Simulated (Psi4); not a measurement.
# Setting up AuPF4 (SMILES [F][Au-][P+](F)(F)F) in Psi4

AuPF4: 6 atoms, total charge 0, spin state singlet. SMILES: `[F][Au-][P+](F)(F)F`. The shape was relaxed beforehand at PBE0/def2-TZVP.

| atom | x (Å) | y (Å) | z (Å) |
| --- | --- | --- | --- |
| F | 0.9823 | -2.9722 | 1.4619 |
| Au | 0.4305 | -1.3208 | 0.6369 |
| P | -0.1803 | 0.5089 | -0.2777 |
| F | -1.3512 | 0.4596 | -1.2799 |
| F | 0.8563 | 1.2759 | -1.1231 |
| F | -0.6668 | 1.6491 | 0.6395 |

Settings wanted:

- task: frequencies
- method: DFT
- functional: PBE0
- dispersion: D4
- basis set: def2-TZVP
- reference: RKS
- relativity: none
- integrals: df
- integral approximation: program's default
- core potential: def2
- frozen core orbitals: 0
- integration grid: 75 radial × 302 angular
- symmetry: c1
- threads: 2
- symmetry number: 3

Q: Write the Psi4 1.11 input and the command.

A: One that was run (others would do as well):

calc.dat:
```
memory 3.3 GB

molecule {
  0 1
  F      0.982310    -2.972211     1.461924
  Au     0.430514    -1.320805     0.636942
  P     -0.180318     0.508935    -0.277732
  F     -1.351181     0.459606    -1.279946
  F      0.856276     1.275938    -1.123129
  F     -0.666753     1.649148     0.639492
  symmetry c1
}

set globals {
  basis def2-TZVP
  reference rks
  scf_type df
  rotational_symmetry_number 3
}

E, wfn = freq("pbe0-d4", return_wfn=True)
print_variables()
```

```bash
$ psi4 -i calc.dat -o calc.out -n 2
```

Calculated total energy: -876.31282 Eh. One or more modes are imaginary (lowest 330i cm⁻¹).
